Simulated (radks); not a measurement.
The numbers below are computed, except where a source is named.
Species: Pd I. Configuration: [Ar] 3d10 4s1 4p6 4d10 5d1 (not the ground configuration). Level of theory: scalar-relativistic Kohn-Sham, PBE, spin-unpolarised, spherical densities, point nucleus (a radial shooting solver on a logarithmic mesh with Libxc functionals).

Radial electron density D(r) = 4 pi r^2 rho(r):

```
   r/bohr * D(r) (the largest magnitude, 73.3, reaches the edge; | marks zero)
 0.001792 | *
 0.002103 |  *
 0.002488 |   *
 0.002919 |    *
 0.003453 |      *
 0.004053 |        *
 0.004794 |           *
 0.005626 |              *
 0.006655 |                 *
  0.00781 |                     *
 0.009238 |                          *
  0.01084 |                              *
  0.01282 |                                   *
  0.01505 |                                       *
   0.0178 |                                         *
  0.02089 |                                           *
  0.02471 |                                           *
    0.029 |                                         *
  0.03431 |                                       *
  0.04026 |                                     *
  0.04763 |                                     *
  0.05589 |                                       *
  0.06611 |                                            *
  0.07758 |                                                  *
  0.09178 |                                                      *
   0.1077 |                                                      *
   0.1274 |                                                 *
   0.1495 |                                          *
   0.1769 |                                     *
   0.2075 |                                    *
   0.2455 |                                        *
   0.2881 |                                           *
   0.3408 |                                         *
      0.4 |                                 *
   0.4731 |                      *
   0.5552 |              *
   0.6568 |          *
   0.7708 |           *
   0.9118 |            *
     1.07 |           *
    1.266 |        *
    1.485 |     *
    1.757 |   *
    2.062 | *
    2.439 |*
    2.862 |*
    3.386 *
    3.973 *
      4.7 *
    5.516 *
    6.525 *
    7.657 *
    9.058 *
    10.63 *
    12.57 *
    14.76 *
    17.45 *
    20.48 *
    24.23 *
    28.43 *
```

D(r) has 5 maxima, at r = 0.0225, 0.0986, 0.297, 0.919, 9.35 bohr, and minima at 0.0443, 0.195, 0.684, 5.05 bohr, inside which lie 2.01, 11.19, 29.08, 45.05 electrons.
